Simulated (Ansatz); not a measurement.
Geometry optimisation, Ansatz 0.2.0, RKS PBE0-D4/def2-SVP.

Input:

```yaml
crystal:
  periodic: [false, false, false]
  atoms:
    - { symbol: "N", position_ang: [0.4231, -1.4392, -0.7762] }
    - { symbol: C, position_ang: [0.4156, -0.2542, 0.111] }
    - { symbol: Zn, position_ang: [1.0494, 1.7271, 0.6847] }
    - { symbol: Si, position_ang: [-1.1008, 0.7293, -0.0097] }
    - { symbol: F, position_ang: [-1.2656, 1.4593, -1.5322] }
    - { symbol: Cl, position_ang: [-1.2186, 2.1901, 1.4968] }
    - { symbol: H, position_ang: [1.3723, -1.7738, -0.8418] }
    - { symbol: H, position_ang: [-0.1774, -2.1184, -0.3517] }
    - { symbol: H, position_ang: [0.5905, -0.5666, 1.2019] }
basis:
  gaussian: { orbitals: def2-SVP }
hamiltonian:
  xc: pbe0
  dispersion: d4
relax:
  f_tol: 0.015
  max_steps: 40
```

Command:

```bash
$ ansatz run input.yaml --threads 2 --pin off --max-ram 3072MiB --backend cpu --events-out ev --progress --plain --runs-dir out
```

**Question.** Where does it end, and by what steps?

**Answer.** The run converged. After 27 steps the energy has fallen by 2.306 eV; H8 moved furthest, 1.56 Å. Parted: Zn3–Si4.

```
step  energy less start (eV)  largest force component (eV/Å)  accepted
   0                  0.0000                           3.295       yes
   1                 -1.0326                           1.923       yes
   2                 -1.4518                           0.961       yes
   3                 -1.5778                           0.806       yes
   4                 -1.6633                           0.540       yes
   5                 -1.6946                           0.380       yes
   6                 -1.7308                           0.970       yes
   7                 -1.7751                           0.891       yes
   8                 -1.8335                           1.333       yes
   9                 -1.9506                           1.395       yes
  10                 -2.0574                           1.341       yes
  11                 -2.1026                           1.545       yes
  12                 -2.1884                           0.743       yes
  13                 -2.1506                           0.626        no
  14                 -2.2404                           0.357       yes
  15                 -2.2553                           0.284       yes
  16                 -2.2622                           0.152       yes
  17                 -2.2709                           0.318       yes
  18                 -2.2806                           0.350       yes
  19                 -2.2910                           0.237       yes
  20                 -2.2980                           0.256       yes
  21                 -2.3009                           0.295       yes
  22                 -2.2930                           0.443        no
  23                 -2.3049                           0.073       yes
  24                 -2.2981                           0.238        no
  25                 -2.3060                           0.040       yes
  26                 -2.3062                           0.025       yes
  27                 -2.3062                           0.013       yes
```

```xyz
9
Properties=species:S:1:pos:R:3
N 0.484 -1.271 -0.520
C 0.283 -0.311 0.418
Zn 1.359 1.601 0.344
Si -1.516 0.485 0.376
F -1.507 0.738 -1.270
Cl -0.912 2.507 1.060
H 1.093 -2.064 -0.370
H 0.186 -1.092 -1.472
H 0.619 -0.639 1.416
```

Whether the end is a true minimum wasn't checked by a vibrational analysis.

The run took 90 s on 2 threads of Intel(R) Xeon(R) 6975P-C (Granite Rapids), on a shared host, peak memory 0.37 GiB.
